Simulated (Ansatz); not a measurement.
Species: H$_{3}$InO, SMILES `[OH][InH2]` (H–O–In–H torsion 0°) (charge 0, multiplicity 1).

Q: Give a relaxed geometry from Ansatz (a first-principles code) with B3LYP-D3(BJ)/def2-TZVP.

A: One answer among several that fit: the end point of this relaxation, one of several conformers (outside a Z-matrix the atoms follow the SMILES, hydrogens last).
Bonded distances (Å): O1–In2 2.008, O1–H3 0.962, In2–H4 1.720, In2–H5 1.710. Bond angles (°): In2–O1–H3 113.7, O1–In2–H4 114.7, O1–In2–H5 110.8, H4–In2–H5 134.5.
